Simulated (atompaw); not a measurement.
## rubidium (Rb): one change to a PAW (atompaw) potential, before and after

* Element: Rb (Z = 37)
* Generator: atompaw 4.2.0.5
* Type: PAW
* Functional: PBE
* Relativity: scalar-relativistic
* Frozen core: [Ar] 3d10 4s2
* Valence charge: 7
* Reference configuration: 4p6 4d0 5s0.75 5p0 (charge +0.25)
* Partial waves: 5s (bound): rc 3.00 bohr; 5s channel at 0.35 Ry: rc 3.00 bohr; 4p (bound): rc 2.70 bohr; 5p (bound, empty): rc 3.00 bohr; 4d (bound, empty): rc 3.00 bohr; 4d channel at 1.55 Ry: rc 3.00 bohr
* Local potential: troulliermartins scheme with l = 3 at 0.5 Ry, radius 2.95 bohr
* Core correction: smooth core density matched at 2.95 bohr
* Augmentation charge: gaussian compensation charge, radius 2.50 bohr; PAW radius 3.00 bohr; waves and projectors: custom polynom2 7 10 vanderbiltortho

All-electron outer shells of the reference configuration (PBE, scalar-relativistic, ld1.x):

```json
{"shell": "3d", "level (eV)": "-105.25", "outermost node (bohr)": "–", "outermost maximum (bohr)": "0.39"}
{"shell": "4s", "level (eV)": "-33.17", "outermost node (bohr)": "0.62", "outermost maximum (bohr)": "1.25"}
{"shell": "4p", "level (eV)": "-17.23", "outermost node (bohr)": "0.64", "outermost maximum (bohr)": "1.42"}
{"shell": "5s", "level (eV)": "-3.15", "outermost node (bohr)": "1.78", "outermost maximum (bohr)": "4.16"}
{"shell": "5p", "level (eV)": "-1.47", "outermost node (bohr)": "2.19", "outermost maximum (bohr)": "5.84"}
{"shell": "4d", "level (eV)": "-0.73", "outermost node (bohr)": "0.70", "outermost maximum (bohr)": "5.02"}
```

Change: wave 5s channel at 0.35 Ry: rc 3.00 bohr becomes 5s channel at 7.12 Ry: rc 3.00 bohr.

Cutoffs: the cutoffs (Ry, on a coarse ladder) from which the occupation-weighted sum of valence levels, in a spherical-Bessel basis at the reference potential, stays within 10 and 1 mRy of its value at 400 Ry; they do not see the model core or the augmentation charge, which bear on the density cutoff.

Task: What does the change do?

Result: The potential gets neither clearly harder nor softer (25 Ry and 50 Ry → 25 Ry and 50 Ry); the bound ghost in s disappears; the range in which the s phases agree narrows (upper end 3.1 → 0.2).

| quantity | base | changed |
| --- | --- | --- |
| cutoff, loose | 25 Ry | 25 Ry |
| cutoff, tight | 50 Ry | 50 Ry |
| bound ghosts | s | none |
| s: phases at 3.02 bohr within 0.05 rad from the reference energy up to (Ry; the scan ends near 5) | 3.1 | 0.2 |
| p: phases at 3.02 bohr within 0.05 rad from the reference energy up to (Ry; the scan ends near 5) | 0.6 | 0.6 |
| d: phases at 3.02 bohr within 0.05 rad from the reference energy up to (Ry; the scan ends near 5) | 2.6 | 2.6 |
| lowest overlap eigenvalue by channel | s 0.46, p 0.71, d 0.89 | s 0.92, p 0.71, d 0.89 |

 A true bound ghost makes a file unfit for plane-wave use even where its test errors are small: the radial tests pick states by their node count and pass the ghost by. The cutoffs see the waves, projectors and local potential, not the compensation charge or the core.
